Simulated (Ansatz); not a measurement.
Question: Name a neutral molecule of Cl, S, Zr and H with LUMO energy (PBE0/def2-TZVPP) between -2.50 and -2.20 eV and HOMO energy (PBE/def2-TZVPP) between -6.85 and -6.55 eV (Ansatz, PBE0-D4/def2-TZVP geometry).

Answer: `[SH][Zr]([SH])([SH])[Cl]` (-2.45 eV, -6.81 eV). Other molecules can fit too; these were computed, each in one conformer that needn't be the lowest.
